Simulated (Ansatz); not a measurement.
```xyz
11

F     0.289    2.698   -0.338
B     0.380    1.473    0.112
C     0.424    0.534    1.292
C     0.603    0.017   -0.210
Si   -0.743   -1.059   -0.891
H    -0.475    0.204    1.807
H     1.306    0.489    1.925
H     1.608   -0.302   -0.484
H    -2.058   -0.487   -0.490
H    -0.657   -2.443   -0.348
H    -0.678   -1.125   -2.375
```

Charge 0, multiplicity 1.

Question: List the PBE0/def2-TZVPP orbital energies in eV (Ansatz). (Best estimate.)

Answer: Ansatz gave: Occupied: -1802.47, -674.75, -278.27, -278.14, -186.28, -144.81, -99.47, -99.46, -99.46, -34.40, -22.42, -17.24, -15.78, -14.94, -13.83, -13.39, -13.23, -12.13, -10.04, -9.86, -9.48, -8.54, -7.55. Lowest empty: -0.68, 0.46, 1.12, 1.41, 1.77, 1.81, 2.15, 2.66.
